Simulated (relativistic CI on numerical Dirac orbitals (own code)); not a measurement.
**V¹¹⁺: sensitivity of the levels to the model**

Base calculation: Dirac-Coulomb-Breit CI, orbitals from a KLI potential per configuration, model QED, unscaled Slater integrals.

Configurations in the expansion (outside the closed core [Ne]): 3s2, 3s 3p, 3p2, 3s 3d, 3d2, 3p 3d, 3p 4s, 3s 4s, 3s 4p, 3d 4s, 3s 4d, 3s 4f, 3s 5s, 3s 5p, 3s 5d, 4s2, 3s 5f, 3s 5g, 3s 6s, 3s 6p, 3s 6d. Levels of other configurations are missing.

Variants: (1) P86 correlation estimate; (2) Breit term removed; (3) one mean potential for all configurations. Shifts of the energy above 3s2 1S_0, in cm⁻¹, for the lowest level and the first level of each name with at least 55 % of one term (blank where a level changes its place among those of its configuration and J or its character, or is not in the variant):

| Level | Base | Δ(1) | Δ(2) | Δ(3) |
| --- | --- | --- | --- | --- |
| 3s2 1S_0 | 0 | 0 | 0 | 0 |
| 3s 3p 3P°_0 | 186990 | +854 | -321 | +99 |
| 3s 3p 3P°_1 | 190175 | +854 | -196 | +99 |
| 3s 3p 3P°_2 | 197344 | +854 | +50 | +99 |
| 3s 3p 1P°_1 | 285707 | +879 | -25 | +124 |
| 3p2 1D_2 | 445421 | +1605 | -92 | +144 |
| 3p2 3P_0 | 447348 | +1743 | -452 | +167 |
| 3p2 3P_1 | 451912 | +1744 | -276 | +163 |
| 3p2 3P_2 | 460222 | +1726 | +69 | +154 |
| 3p2 1S_0 | 530987 | +1696 | -96 | +209 |
| 3s 3d 3D_1 | 546906 | +999 | +330 | +88 |
| 3s 3d 3D_2 | 547306 | +999 | +423 | +87 |
| 3s 3d 3D_3 | 547934 | +999 | +538 | +86 |
| 3s 3d 1D_2 | 624894 | +1159 | +344 | +106 |

At this charge energies of transitions that change n are usually good to better than 1 %, and those within a shell (Δn = 0) to a few per cent.

Ionisation energy from the two ground configurations alone: base 305.491 eV; P86 correlation estimate 306.533 eV; Breit term removed 305.562 eV. The NIST ASD value (semi-empirical) is 308.5 eV.

LS names give the leading component of a level, which can be under half, so a name can repeat, a term be missing and a line seem to break the LS rules.
